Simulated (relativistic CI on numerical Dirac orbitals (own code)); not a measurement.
**Crystal-field levels of Ho⁴⁺, 4f9**

Calculated by Dirac-Coulomb-Breit CI, orbitals from a KLI potential per configuration, model QED (radiative potential, 1s self-energy scaled to tabulated hydrogen-like ionisation energies), valence Slater integrals scaled by 0.7, one configuration in a parametric crystal field (own radial code).

Field parameters in Wybourne normalisation. The field is a parameter set, without covalency.

S and J are read from ⟨S²⟩ = S(S + 1) and ⟨J²⟩ = J(J + 1) of each level; they are not fictitious spins.

D4h, B20 = 2630, B40 = -690, B44 = 990, B60 = 760, B64 = 1340 cm⁻¹, the lowest 16 levels:

| E (cm⁻¹) | Degeneracy | Irrep | S | J |
| --- | --- | --- | --- | --- |
| 0.0 | 2 | Γ6 | 2.41 | 7.49 |
| 143 | 2 | Γ7 | 2.41 | 7.50 |
| 421 | 2 | Γ7 | 2.41 | 7.49 |
| 689 | 2 | Γ6 | 2.40 | 7.49 |
| 876 | 2 | Γ6 | 2.40 | 7.49 |
| 940 | 2 | Γ7 | 2.40 | 7.49 |
| 1295 | 2 | Γ6 | 2.40 | 7.48 |
| 1337 | 2 | Γ7 | 2.40 | 7.48 |
| 4411 | 2 | Γ7 | 2.45 | 6.49 |
| 4741 | 2 | Γ7 | 2.45 | 6.49 |
| 4911 | 2 | Γ6 | 2.45 | 6.48 |
| 5095 | 2 | Γ6 | 2.45 | 6.48 |
| 5295 | 2 | Γ7 | 2.45 | 6.48 |
| 5440 | 2 | Γ7 | 2.45 | 6.48 |
| 5497 | 2 | Γ6 | 2.44 | 6.47 |
| 7011 | 2 | Γ7 | 2.40 | 5.51 |

Principal g values of the ground doublet: 0.00, 0.00, 19.67.

D3d, B20 = 1940, B40 = 1150, B43 = 2540, B60 = 900, B63 = 0, B66 = 400 cm⁻¹, the lowest 10 levels:

```
E (cm⁻¹)  Degeneracy  Irrep     S     J
     0.0           2  Γ5+Γ6  2.41  7.49
     256           2     Γ4  2.41  7.49
     496           2     Γ4  2.40  7.49
     667           2  Γ5+Γ6  2.40  7.48
     759           2     Γ4  2.40  7.48
    1179           2     Γ4  2.40  7.49
    1226           2  Γ5+Γ6  2.40  7.49
    1256           2     Γ4  2.40  7.49
    4505           2     Γ4  2.45  6.49
    4813           2     Γ4  2.45  6.46
```

Principal g values of the ground doublet: 0.00, 0.00, 19.53.

The next free-ion level lies 4353 cm⁻¹ above the lowest; the field splits the ground level into components whose J stays near 15/2 as long as their spread is small against that gap.

Levels of this model without a field, named by their leading LS term (the scale mimics covalency, so terms lie below those of the real free ion): ⁶H°15/2 0, ⁶H°13/2 4353, ⁶H°11/2 6838, ⁶F°11/2 8692, ⁶H°9/2 8836, ⁶F°9/2 9598, ⁶H°7/2 10650, ⁶H°5/2 11878 cm⁻¹.
